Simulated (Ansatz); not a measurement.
Reaction (substitution at a C–Ga bond): `F[CH]([SiH3])[GaH2]` + `SS` → `FC([SiH3])SS` + `[GaH3]`

Computed with Ansatz on PBE0-D4/def2-TZVP structures; ΔE is electronic, products minus reactants. CCSD(T)/CBS is the MP2 limit (def2-TZVPP, def2-QZVPP) plus CCSD(T) − MP2 in def2-TZVPP, frozen cores. This one scheme is used for every species. DFT in def2-TZVPP. For Ga outer-core shells are correlated without core-valence functions, which leaves a few kJ/mol of doubt a bond. Scalar relativity is left out up to krypton. One conformer a species, not always the lowest.

`F[CH]([SiH3])[GaH2]`:

Z-matrix (Å, degrees):
```
C
Si 1 1.890
Ga 1 1.990 2 113.4
F 1 1.405 2 109.3 3 -124.6
H 1 1.100 2 107.4 3 119.0
H 2 1.488 1 107.6 3 -62.9
H 2 1.486 1 111.2 3 176.6
H 2 1.488 1 110.3 3 55.7
H 3 1.569 1 118.0 2 61.3
H 3 1.564 1 119.2 2 -118.0
```

`SS`:

```xyz
4

S    -0.972   -0.523    0.221
S     1.035   -0.411   -0.161
H    -1.061    0.471    1.126
H     0.997    0.463   -1.186
```

`FC([SiH3])SS`:

Z-matrix (Å, degrees):
```
C
Si 1 1.911
S 1 1.787 2 115.9
F 1 1.392 2 108.2 3 -126.5
H 1 1.098 2 110.3 3 116.7
H 2 1.483 1 109.6 3 -40.3
H 2 1.486 1 106.5 3 -158.8
H 2 1.479 1 110.0 3 82.9
S 3 2.043 1 104.5 2 -39.0
H 9 1.347 3 98.5 1 -84.1
```

`[GaH3]`:

Cartesian coordinates in Å:
```
Ga 0.000 0.000 0.000
H 0.980 0.033 -1.224
H -0.927 -1.244 0.230
H -0.054 1.212 0.994
```

Is it downhill or uphill in electronic energy at CCSD(T)/CBS, and by how much? (Estimate.)

Computed: Uphill: ΔE = +3.4 kcal/mol.

What do these levels give: PBE-D4, B2PLYP, PBE0, CCSD/def2-TZVPP, SCS-MP2/def2-QZVPP, CCSD/CBS(def2)? (An estimate is asked.)

Ansatz gave: PBE-D4 1.1, B2PLYP 2.9, PBE0 2.5, CCSD/def2-TZVPP 3.8, SCS-MP2/def2-QZVPP 2.8, CCSD/CBS(def2) 4.2 kcal/mol.

Largest T1 diagnostic among the species: 0.013.

The D4 term adds −1.7 kcal/mol with B3LYP and −1.0 kcal/mol with PBE0; it sums over pairs of atoms, weighted by their polarisabilities, and B3LYP, whose exchange is more repulsive, gets the larger term. In def2-TZVPP, CCSD(T) changes the Hartree–Fock value by −1.1 kcal/mol (the triples alone add −0.9 kcal/mol) and MP2 by −2.0 kcal/mol.

B3LYP here is the variant with VWN-RPA as its local correlation; programs differ in this.
